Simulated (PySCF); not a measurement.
SMILES CS/C=C\B(O)O (C₃H₇BO₂S) (GFN2-xTB optimised geometry):

```
14

C     -2.793    -0.890     0.034
S     -1.368     0.241     0.000
C     -0.059    -0.933     0.003
C      1.245    -0.659     0.001
B      1.951     0.744     0.000
O      3.305     0.744     0.000
O      1.316     1.947     0.000
H     -2.773    -1.527    -0.845
H     -2.766    -1.481     0.944
H     -3.684    -0.269     0.021
H     -0.434    -1.947     0.006
H      1.906    -1.516     0.001
H      3.684     1.624    -0.001
H      0.361     1.927     0.001
```

Calculation: B3LYP/def2-TZVP (PySCF).

**Question.** What are the frontier orbital energies and the dipole moment?

**Answer.** HOMO-2 -8.75 eV, HOMO-1 -8.48 eV, HOMO -6.23 eV, LUMO -0.89 eV, LUMO+1 -0.07 eV; dipole moment 2.90 D.

Meta-Löwdin charges at B3LYP/def2-TZVP: C1 -0.39, S2 0.11, C3 -0.18, C4 -0.27, B5 0.43, O6 -0.52, O7 -0.53, H8 0.13, H9 0.13, H10 0.14, H11 0.12, H12 0.13, H13 0.35, H14 0.35.
